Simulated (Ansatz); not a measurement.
Born–Oppenheimer molecular dynamics of C2H9FO2Si2 (16 atoms, charge 0, multiplicity 1). It starts from a relaxed structure.

These are results of Ansatz, RKS B3LYP/6-31G, not measurements.

```
ensemble        : NVT, Langevin thermostat
time step       : 0.5 fs
steps asked     : 166
set temperature : 300 K
friction        : 1 /fs
seed            : 462875
```

First frame:

```xyz
16
Properties=species:S:1:pos:R:3
Si 0.191 -0.445 0.536
Si 0.123 0.373 2.734
H -1.298 0.397 3.213
H 0.924 -0.542 3.607
H 0.693 1.757 2.777
O 1.820 -0.445 0.056
C 2.393 -1.104 -1.111
H 1.974 -2.108 -1.233
H 2.201 -0.510 -2.011
H 3.468 -1.168 -0.939
F -0.739 0.543 -0.502
O -0.416 -2.024 0.282
C -1.754 -2.443 -0.091
H -2.433 -2.378 0.768
H -2.148 -1.832 -0.909
H -1.683 -3.484 -0.411
```

How far do the bonds stretch over the last three quarters of this one trajectory? (Pairs bonded in most of those frames.)


| bond | mean (Å) | spread (Å) | shortest | longest |
| --- | --- | --- | --- | --- |
| Si1–Si2 | 2.301 | 0.022 | 2.26 | 2.32 |
| Si1–O6 | 1.688 | 0.022 | 1.65 | 1.72 |
| Si1–F11 | 1.692 | 0.012 | 1.66 | 1.71 |
| Si1–O12 | 1.738 | 0.017 | 1.71 | 1.77 |
| Si2–H3 | 1.495 | 0.036 | 1.43 | 1.55 |
| Si2–H4 | 1.487 | 0.035 | 1.42 | 1.55 |
| Si2–H5 | 1.542 | 0.052 | 1.43 | 1.61 |
| O6–C7 | 1.453 | 0.023 | 1.41 | 1.49 |
| C7–H8 | 1.093 | 0.019 | 1.05 | 1.13 |
| C7–H9 | 1.097 | 0.025 | 1.05 | 1.15 |
| C7–H10 | 1.092 | 0.020 | 1.05 | 1.13 |
| O12–C13 | 1.468 | 0.013 | 1.44 | 1.50 |
| C13–H14 | 1.101 | 0.034 | 1.03 | 1.16 |
| C13–H15 | 1.104 | 0.033 | 1.03 | 1.16 |
| C13–H16 | 1.099 | 0.026 | 1.04 | 1.15 |

Mean temperature of the second half: 316 K. A run of 0.083 ps of so small a system gives no equilibrium averages. The friction is so strong that the motion is overdamped, so the time scale means little. Limits of this set-up: no polarisation functions.

The run took 12 min on 2 threads of Arm Neoverse V1, with other jobs on the host, peak memory 0.23 GiB.
